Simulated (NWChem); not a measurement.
System: CH5NSn, singlet; SMILES [CH3][Sn][NH2]

Output (shortened):

```
             Northwest Computational Chemistry Package (NWChem) 7.3.0
             --------------------------------------------------------

 C1  symmetry detected

                             Geometry "geometry" -> ""
                             -------------------------

 Output coordinates in angstroms (scale by  1.889725989 to convert to a.u.)

  No.       Tag          Charge          X              Y              Z
 ---- ---------------- ---------- -------------- -------------- --------------
    1 Sn                  50.0000     0.40099432     0.10558307    -0.00010512
    2 C                    6.0000    -0.78455913    -1.82268913    -0.00034758
    3 H                    1.0000    -0.15933892    -2.71120749    -0.09040994
    4 H                    1.0000    -1.49693637    -1.84076388    -0.82475251
    5 H                    1.0000    -1.35735144    -1.92293607     0.92175497
    6 N                    7.0000    -1.26171802     1.27131716    -0.00032138
    7 H                    1.0000    -2.21933636     0.95203745    -0.00104342
    8 H                    1.0000    -1.27737196     2.28063121     0.00404208

 Effective nuclear repulsion energy (a.u.)     238.5967133887

                                Z-matrix (autoz)
                                --------

 Units are Angstrom for bonds and degrees for angles

[...]

      ----------------------
      Optimization converged
      ----------------------

  Step       Energy      Delta E   Gmax     Grms     Xrms     Xmax
  ---- ---------------- -------- -------- -------- -------- --------
@    6    -309.98170466 -3.8D-08  0.00003  0.00001  0.00043  0.00081
                                     ok       ok       ok       ok

                                Z-matrix (autoz)
                                --------

 Units are Angstrom for bonds and degrees for angles

      Type          Name      I     J     K     L     M      Value     Gradient
      ----------- --------  ----- ----- ----- ----- ----- ---------- ----------
    1 Stretch                  1     2                       2.21039   -0.00001
    2 Stretch                  1     6                       2.02989    0.00003
    3 Stretch                  2     3                       1.10024   -0.00000
    4 Stretch                  2     4                       1.10242    0.00001
    5 Stretch                  2     5                       1.10288    0.00000
    6 Stretch                  6     7                       1.01618    0.00003
    7 Stretch                  6     8                       1.01496    0.00002
    8 Bend                     1     2     3               111.81256    0.00000
    9 Bend                     1     2     4               110.24059   -0.00001
   10 Bend                     1     2     5               109.73596    0.00000
   11 Bend                     1     6     7               125.35223   -0.00002
   12 Bend                     1     6     8               123.68625    0.00002
   13 Bend                     2     1     6                92.62863   -0.00003
   14 Bend                     3     2     4               108.63689    0.00000
   15 Bend                     3     2     5               108.35311    0.00000
   16 Bend                     4     2     5               107.96097   -0.00000
   17 Bend                     7     6     8               110.96104   -0.00000
   18 Torsion                  2     1     6     7          -0.14039   -0.00000
   19 Torsion                  2     1     6     8         179.58410    0.00000
   20 Torsion                  3     2     1     6         174.73255    0.00000
   21 Torsion                  4     2     1     6          53.77220    0.00000
   22 Torsion                  5     2     1     6         -65.00875    0.00001

                         Geometry "geometry" -> "geometry"
                         ---------------------------------

 Output coordinates in angstroms (scale by  1.889725989 to convert to a.u.)

  No.       Tag          Charge          X              Y              Z
 ---- ---------------- ---------- -------------- -------------- --------------
    1 Sn                  50.0000     0.39300394     0.07438332     0.00218790
    2 C                    6.0000    -0.78764097    -1.79428107    -0.00099582
    3 H                    1.0000    -0.14590488    -2.68315983    -0.09373228
    4 H                    1.0000    -1.50637090    -1.78989689    -0.83689676
    5 H                    1.0000    -1.35933397    -1.87521412     0.93866544
    6 N                    7.0000    -1.27153279     1.23618329    -0.00092349
    7 H                    1.0000    -2.22802456     0.89307182    -0.00510879
    8 H                    1.0000    -1.24981376     2.25088579     0.00562090

 Effective nuclear repulsion energy (a.u.)     241.0736478038

                Final and change from initial internal coordinates
                --------------------------------------------------

                                Z-matrix (autoz)
                                --------

 Units are Angstrom for bonds and degrees for angles

[...]

 Rotational Constants
 --------------------
 A=   0.283056 cm-1  (  0.407246 K)
 B=   0.204963 cm-1  (  0.294890 K)
 C=   0.121630 cm-1  (  0.174995 K)

 Temperature                      =   298.15K
 frequency scaling parameter      =   1.0000

 Zero-Point correction to Energy  =   37.535 kcal/mol  (  0.059816 au)
 Thermal correction to Energy     =   40.569 kcal/mol  (  0.064651 au)
 Thermal correction to Enthalpy   =   41.161 kcal/mol  (  0.065595 au)

 Total Entropy                    =   72.283 cal/mol-K
   - Translational                =   40.887 cal/mol-K (mol. weight = 148.9440)
   - Rotational                   =   24.928 cal/mol-K (symmetry #  =        1)
   - Vibrational                  =    6.467 cal/mol-K

 Cv (constant volume heat capacity) =   16.207 cal/mol-K
   - Translational                  =    2.979 cal/mol-K
   - Rotational                     =    2.979 cal/mol-K
   - Vibrational                    =   10.248 cal/mol-K

[normal modes left out]

 ----------------------------------------------------------------------------
 Normal Eigenvalue ||           Projected Infra Red Intensities
  Mode   [cm**-1]  || [atomic units] [(debye/angs)**2] [(KM/mol)] [arbitrary]
 ------ ---------- || -------------- ----------------- ---------- -----------
    1      -30.162 ||    0.000054           0.001         0.052       0.027
    2       -0.000 ||    0.000002           0.000         0.002       0.001
    3       -0.000 ||    0.000041           0.001         0.040       0.020
    4       -0.000 ||    0.000246           0.006         0.239       0.123
    5       -0.000 ||    0.000522           0.012         0.509       0.262
    6        0.000 ||    0.000092           0.002         0.089       0.046
    7        0.000 ||    0.000013           0.000         0.012       0.006
    8      176.952 ||    0.001619           0.037         1.578       0.812
    9      396.614 ||    0.215795           4.979       210.367     108.156
   10      453.600 ||    0.002564           0.059         2.499       1.285
   11      474.391 ||    0.043817           1.011        42.715      21.961
   12      608.399 ||    0.061118           1.410        59.580      30.632
   13      614.189 ||    0.010603           0.245        10.336       5.314
   14      628.167 ||    0.005190           0.120         5.059       2.601
   15      732.183 ||    0.042240           0.975        41.178      21.171
   16     1175.559 ||    0.004322           0.100         4.213       2.166
   17     1421.484 ||    0.004488           0.104         4.375       2.249
   18     1428.627 ||    0.006897           0.159         6.723       3.457
   19     1513.648 ||    0.013151           0.303        12.820       6.591
   20     3044.791 ||    0.011207           0.259        10.925       5.617
   21     3151.203 ||    0.008852           0.204         8.629       4.437
   22     3170.304 ||    0.009376           0.216         9.140       4.699
   23     3580.140 ||    0.012828           0.296        12.506       6.430
   24     3698.469 ||    0.023820           0.550        23.221      11.939
 ----------------------------------------------------------------------------

 ===============================================================================
      Negative Nuclear Hessian Mode    1  Eigenvalue =    -30.16 cm**(-1)
 -------------------------------------------------------------------------------
   Raw step length:  0.516 angstroms ;  The Raw step for this mode is:
    1 Sn                  50.0000     0.00042488     0.00012086    -0.00385318
    2 C                    6.0000    -0.00119563     0.00096810     0.00350969
    3 H                    1.0000     0.01684213    -0.01499620     0.28347770
    4 H                    1.0000     0.20881415    -0.11485005    -0.17868510
    5 H                    1.0000    -0.23922093     0.14014336    -0.13016005
    6 N                    7.0000    -0.00133262    -0.00221142     0.02707371
    7 H                    1.0000    -0.00107945    -0.00311571     0.04538230
    8 H                    1.0000    -0.00230956    -0.00212164     0.01279397

  Geometry after  100.0% step for mode  1; Step length =  0.516 angstroms
   Maximum component (any atom: x,y, or z) displacement:  0.536
    1 Sn                  50.0000     0.39342882     0.07450419    -0.00166528
    2 C                    6.0000    -0.78883660    -1.79331297     0.00251388
    3 H                    1.0000    -0.12906275    -2.69815603     0.18974542
    4 H                    1.0000    -1.29755675    -1.90474694    -1.01558186
    5 H                    1.0000    -1.59855489    -1.73507076     0.80850539
    6 N                    7.0000    -1.27286541     1.23397187     0.02615022
    7 H                    1.0000    -2.22910401     0.88995611     0.04027351
    8 H                    1.0000    -1.25212332     2.24876415     0.01841487

  Geometry after -100.0% step for mode  1; Step length =  0.516 angstroms
   Maximum component (any atom: x,y, or z) displacement:  0.536
    1 Sn                  50.0000     0.39257905     0.07426246     0.00604108
    2 C                    6.0000    -0.78644534    -1.79524917    -0.00450551
    3 H                    1.0000    -0.16274701    -2.66816363    -0.37720997
    4 H                    1.0000    -1.71518505    -1.67504685    -0.65821166
    5 H                    1.0000    -1.12011304    -2.01535748     1.06882548
    6 N                    7.0000    -1.27020017     1.23839471    -0.02799721
    7 H                    1.0000    -2.22694512     0.89618753    -0.05049109
    8 H                    1.0000    -1.24750420     2.25300743    -0.00717306

  Geometry after   50.0% step for mode  1; Step length =  0.258 angstroms
   Maximum component (any atom: x,y, or z) displacement:  0.268
    1 Sn                  50.0000     0.39321638     0.07444375     0.00026131
    2 C                    6.0000    -0.78823878    -1.79379702     0.00075903
    3 H                    1.0000    -0.13748381    -2.69065793     0.04800657
    4 H                    1.0000    -1.40196382    -1.84732192    -0.92623931
    5 H                    1.0000    -1.47894443    -1.80514244     0.87358541
    6 N                    7.0000    -1.27219910     1.23507758     0.01261336
    7 H                    1.0000    -2.22856429     0.89151397     0.01758236
    8 H                    1.0000    -1.25096854     2.24982497     0.01201789

  Geometry after  -50.0% step for mode  1; Step length =  0.258 angstroms
   Maximum component (any atom: x,y, or z) displacement:  0.268
    1 Sn                  50.0000     0.39279150     0.07432289     0.00411449
    2 C                    6.0000    -0.78704315    -1.79476512    -0.00275066
    3 H                    1.0000    -0.15432595    -2.67566173    -0.23547113
    4 H                    1.0000    -1.61077798    -1.73247187    -0.74755421
    5 H                    1.0000    -1.23972351    -1.94528580     1.00374546
    6 N                    7.0000    -1.27086648     1.23728900    -0.01446035
    7 H                    1.0000    -2.22748484     0.89462968    -0.02779994
    8 H                    1.0000    -1.24865898     2.25194661    -0.00077608

  Geometry after   37.3% step for mode  1; Step length =  0.193 angstroms
   Maximum component (any atom: x,y, or z) displacement:  0.200
    1 Sn                  50.0000     0.39316257     0.07442845     0.00074933
    2 C                    6.0000    -0.78808735    -1.79391963     0.00031452
    3 H                    1.0000    -0.13961693    -2.68875861     0.01210317
    4 H                    1.0000    -1.42841083    -1.83277578    -0.90360825
    5 H                    1.0000    -1.44864630    -1.82289207     0.89007062
    6 N                    7.0000    -1.27203032     1.23535767     0.00918439
    7 H                    1.0000    -2.22842757     0.89190858     0.01183454
    8 H                    1.0000    -1.25067602     2.25009368     0.01039749

  Geometry after  -37.3% step for mode  1; Step length =  0.193 angstroms
   Maximum component (any atom: x,y, or z) displacement:  0.200
    1 Sn                  50.0000     0.39284531     0.07433820     0.00362647
    2 C                    6.0000    -0.78719458    -1.79464250    -0.00230615
    3 H                    1.0000    -0.15219283    -2.67756105    -0.19956773
    4 H                    1.0000    -1.58433097    -1.74701801    -0.77018528
    5 H                    1.0000    -1.27002164    -1.92753617     0.98726026
    6 N                    7.0000    -1.27103526     1.23700891    -0.01103137
    7 H                    1.0000    -2.22762156     0.89423506    -0.02205212
    8 H                    1.0000    -1.24895149     2.25167790     0.00084432

  Geometry after   18.7% step for mode  1; Step length =  0.096 angstroms
   Maximum component (any atom: x,y, or z) displacement:  0.100
    1 Sn                  50.0000     0.39308325     0.07440588     0.00146861
    2 C                    6.0000    -0.78786416    -1.79410035    -0.00034065
    3 H                    1.0000    -0.14276090    -2.68595922    -0.04081455
    4 H                    1.0000    -1.46739087    -1.81133634    -0.87025250
    5 H                    1.0000    -1.40399013    -1.84905309     0.91436803
    6 N                    7.0000    -1.27178156     1.23577048     0.00413045
    7 H                    1.0000    -2.22822607     0.89249020     0.00336287
    8 H                    1.0000    -1.25024489     2.25048974     0.00800920

  Geometry after  -18.7% step for mode  1; Step length =  0.096 angstroms
   Maximum component (any atom: x,y, or z) displacement:  0.100
    1 Sn                  50.0000     0.39292462     0.07436076     0.00290719
    2 C                    6.0000    -0.78741778    -1.79446179    -0.00165098
    3 H                    1.0000    -0.14904886    -2.68036044    -0.14665000
    4 H                    1.0000    -1.54535093    -1.76845745    -0.80354102
    5 H                    1.0000    -1.31467780    -1.90137515     0.96296285
    6 N                    7.0000    -1.27128403     1.23659610    -0.00597743
    7 H                    1.0000    -2.22782306     0.89365344    -0.01358046
    8 H                    1.0000    -1.24938262     2.25128184     0.00323261
```

Level: PBE0/def2-SVP with def2 effective core potentials on Sn. Low-valent species are run as closed-shell singlets; no triplet was tried in these runs. def2 effective core potentials on Sn; no spin-orbit coupling. The optimisation ended at a saddle point (imaginary frequency).

**Question.** Reconstruct the input file.

**Answer.** Several could match; the one computed here: the input that was run:
```
start job
memory heap 200 mb stack 900 mb global 1100 mb
geometry units angstroms
  Sn    -0.103665    -0.012840     0.298199
  C      0.764946     1.615172    -1.012855
  H      0.764788     2.595844    -0.536663
  H      0.205022     1.704845    -1.943390
  H      1.796804     1.385719    -1.279377
  N      0.016103    -1.420966    -1.160014
  H      0.365741    -1.286900    -2.097432
  H     -0.262140    -2.387508    -1.074245
end
basis spherical
  * library def2-svp
end
ecp
  Sn library def2-ecp
end
dft
  xc pbe0
  iterations 150
end
driver
  maxiter 120
end
task dft optimize
dft
  grid fine
  convergence energy 1d-8 density 1d-7
end
task dft freq numerical
```
